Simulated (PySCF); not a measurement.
## Ta (tantalum, neutral): r2SCANh calculation

Configuration: [Xe] 4f14 5d3 6s1 6p1, one real determinant (an excited configuration). All numbers are calculated (PySCF 2.14, scalar relativity through the core potential, in def2-TZVPPD with the def2 core potential (60 electrons) (6s5p3d2f1g, 59 functions)).

- Total energy: -56.7656 hartree
- One-electron energy: -94.0361 hartree
- Hartree (Coulomb) energy: 43.9310 hartree
- Exchange-correlation energy: -6.6605 hartree
- ⟨S²⟩: 8.7521
- ⟨L²⟩: 14.027
- Sum of ⟨r⟩: 24.51 bohr
- Sum of ⟨r²⟩: 66.19 bohr²
- Traceless quadrupole moment −½Σ⟨3z² − r²⟩ along its main axis: -9.26 e·bohr²

| shell | electrons | mean orbital energy (eV) | spread (eV) | rms radius, mean of both spins (bohr) |
| --- | --- | --- | --- | --- |
| 5s α | 1 | -76.052 | 0 | 1.19 |
| 5s β | 1 | -74.220 | 0 | 1.19 |
| 5p α | 3 | -41.941 | 0.172 | 1.41 |
| 5p β | 3 | -39.547 | 0.251 | 1.41 |
| 6s α | 1 | -7.402 | 0 | 3.43 |
| 5d α | 3 | -6.573 | 0.157 | 2.37 |
| 6p α | 1 | -2.754 | 0 | 4.78 |

⟨L²⟩ = 14.03 against 20 for a pure G term, so this real determinant mixes terms. Energies and moments cover only the electrons outside the core potential. Spin-orbit coupling, absent here, splits the open shell strongly.
